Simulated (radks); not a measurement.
Problem. The table gives one normalised radial function P(r) = r R(r) (large component) of Pr in [Xe] 4f3 6s2 (r in bohr). Method: Dirac Kohn-Sham, exchange-only B88, spin-unpolarised, spherical densities, finite nucleus; open shells are shared between the two j in proportion to 2j + 1; Fermi nuclear charge, rms radius 4.8919 fm; computed with a radial shooting solver on a logarithmic mesh with Libxc functionals.

r,P
0.001159,0.0000
0.001583,0.0000
0.002146,0.0000
0.002932,0.0000
0.004005,0.0000
0.005471,0.0000
0.007475,0.0000
0.01021,0.0000
0.01384,0.0000
0.01891,0.0002
0.02583,0.0005
0.03529,0.0015
0.04821,0.0043
0.06586,0.0120
0.08926,0.0303
0.1219,0.0727
0.1666,0.1577
0.2276,0.3038
0.3109,0.5098
0.4248,0.7318
0.5757,0.8837
0.7865,0.9001
1.074,0.7825
1.468,0.5956
2.005,0.4021
2.718,0.2492
3.713,0.1436
5.072,0.0797
6.929,0.0417
9.467,0.0203
12.93,0.0091

Which n and l does it have? It may be an empty orbital.

Solution. n = 4, l = 3: the number of nodes gives n - l - 1 = 0, the rise at small r points to l (this Dirac orbital starts outside the nucleus as r^gamma with gamma = sqrt((l + 1)^2 - (Z/c)^2) = 3.98; the j = 7/2 orbital of l + 1 starts with the same power, but with a smaller coefficient, and then steepens), and the extent must fit the shell. The curve is that of 4f7/2; the two j differ most near the nucleus, where j = l - 1/2 has the larger amplitude, and in heavy atoms j = l - 1/2 is also the more compact. 4f7/2: eigenvalue -0.189 eV, 0 radial nodes, <r> = 1.26 bohr, 90 % of the charge inside 2.27 bohr.
